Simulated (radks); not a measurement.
Values are calculated unless marked as measured or tabulated.
Spherical jellium clusters: N electrons in a uniform positive sphere of charge N and radius rs N^(1/3), rs = 5.25 bohr. Level of theory: non-relativistic Kohn-Sham, PBEsol, spin-polarised, spherical densities (a radial shooting solver with Libxc functionals). Levels are named by radial order and angular momentum (1s, 1p, 1d, 2s, ...), and open shells are averaged over m.

N = 7, configuration 1s2 1p(up 3, down 2). This is the lowest configuration that the search found. Occupied levels:

level    occupation  eigenvalue (eV)  <r> (bohr)
1s up             1          -3.3505       6.778
1s down           1          -3.2289       6.690
1p up             3          -2.5836       8.008
1p down           2          -2.4415       8.010

Energy (eV): total -12.0001, kinetic 7.5259, external -157.74, Hartree 78.380, exchange-correlation -19.824, background 79.660.

Electron density:

r (bohr)  n(r) (e/bohr^3)
1.13             0.001220
2.34             0.001489
3.55             0.001829
4.76             0.002082
5.97             0.002086
7.18             0.001772
8.39             0.001234
9.60            0.0006875
10.8            0.0003068
12.0            0.0001164
13.2           0.00004089
14.4           0.00001385
15.7            4.584e-06
